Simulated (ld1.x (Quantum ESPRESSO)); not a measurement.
**Tc: what ld1.x (Quantum ESPRESSO) 7.5 does with a changed input**

Command:

```bash
ld1.x < Tc.in > Tc.out
```

Input:

```
&input
   title='Tc', zed=43., rel=1, dft='PBE', iswitch=3,
   config='[Kr] 4d5 5s1.5 5p0',
   nld=3, rlderiv=1.85, eminld=-8.0, emaxld=5.0, deld=0.04
 /
 &inputp
   pseudotype=2, tm=.true., lloc=2,
   nlcc=.true., new_core_ps=.true., rcore=1.10,
   file_pseudopw='Tc.UPF', file_wfcaegen='ae.wfc', file_wfcncgen='nc.wfc', file_beta='beta', file_chi='chi'
 /
3
4S  1  0   2.00   0.00  1.15  1.15  0.0
4P  2  1   6.00   0.00  1.60  1.60  0.0
4D  3  2   5.00   0.00  1.70  1.70  0.0
 &test
   configts(1)='4p6 4d5 5s1.5 5p0'
 /
```

Output (end):

```
     s(4S/4S) =  1.000000  <r> =   1.0578  <r2> =    1.2678  r(max) =   0.9525
     s(4P/4P) =  1.000000  <r> =   1.1724  <r2> =    1.5755  r(max) =   1.0266
     s(3D/3D) =  1.000000  <r> =   0.3990  <r2> =    0.1910  r(max) =   0.3131
     s(4D/4D) =  1.000000  <r> =   1.6969  <r2> =    3.5166  r(max) =   1.2697
     s(5S/5S) =  1.000000  <r> =   3.1552  <r2> =   11.3450  r(max) =   2.6880
     s(5P/5P) =  1.000000  <r> =   4.1840  <r2> =   20.1670  r(max) =   3.4086

     ------------------------ End of All-electron run ------------------------

     --------------------- Generating NC pseudopotential ---------------------

      Generating local pot.: lloc=2, matching radius rcloc =   1.7000

      Computing core charge for nlcc:

       r > 1.11 : true rho core
      Core charge pseudized with two Bessel functions
      Integrated core pseudo-charge :   4.09

      Wfc   4S  rcut= 1.149  Using Troullier-Martins method

      Wfc   4P  rcut= 1.590  Using Troullier-Martins method

       Warning: n=1, l=0 expected 0 nodes, found 1
       Setting wfc to zero for this iteration
       (This warning will only be printed once per wavefunction)

     ------------------- End of pseudopotential generation -------------------

     Computing logarithmic derivative in   1.85906

       Warning: n=2, l=1 expected 0 nodes, found 1
       Setting wfc to zero for this iteration
       (This warning will only be printed once per wavefunction)

       Warning: n=3, l=2 expected 0 nodes, found 1
       Setting wfc to zero for this iteration
       (This warning will only be printed once per wavefunction)

 %%%%%%%%%%%%%%%%%%%%%%%%%%%%%%%%%%%%%%%%%%%%%%%%%%%%%%%%%%%%%%%%%%%%%%%%%%%%%%
     Error in routine run_pseudo (1):
     Errors in PS-KS equation
 %%%%%%%%%%%%%%%%%%%%%%%%%%%%%%%%%%%%%%%%%%%%%%%%%%%%%%%%%%%%%%%%%%%%%%%%%%%%%%

     stopping ...
```

**Question.** This input was made by a single change from one that runs to its end. What was changed?

**Answer.** The change: 4s left out of the test configuration. The program stops in the test that follows the generation: "run_pseudo: Errors in PS-KS equation".
